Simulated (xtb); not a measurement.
hexafluorodisilane (F6Si2), singlet, at a GFN2-xTB geometry, atoms displaced at random by about 0.02 Å a coordinate. Base run: GFN2-xTB run with xtb.

The xtb input:
```
$ xtb mol.xyz --gfn 2 --opt --json

# file mol.xyz
8

F      1.90562919    -0.26883482    -1.24609302
Si     1.12625664    -0.04628645     0.13977556
F      1.77191675     1.24830803     0.78975783
F      1.60064072    -1.23885275     1.03496053
Si    -1.09093663     0.09337238    -0.12900022
F     -1.63783176     1.24608069    -1.00226573
F     -1.70173985    -1.25329663    -0.75680136
F     -1.90806767     0.26468736     1.20946621
```

Variants of this job, named by their change:

```
change               ΔE vs base (µEh)  optimiser steps
-------------------  ----------------  ---------------
base                              0.0                7
opt level = loose                19.0                5
opt level = crude                30.4                4
opt level = tight                -0.7                8
opt level = extreme              -0.8               10
alpb = benzene                   1642                7
opt level = sloppy               19.0                5
opt level = vtight               -0.8                9
engine = lbfgs                    0.1                -
alpb = chcl3                     1826                7
```
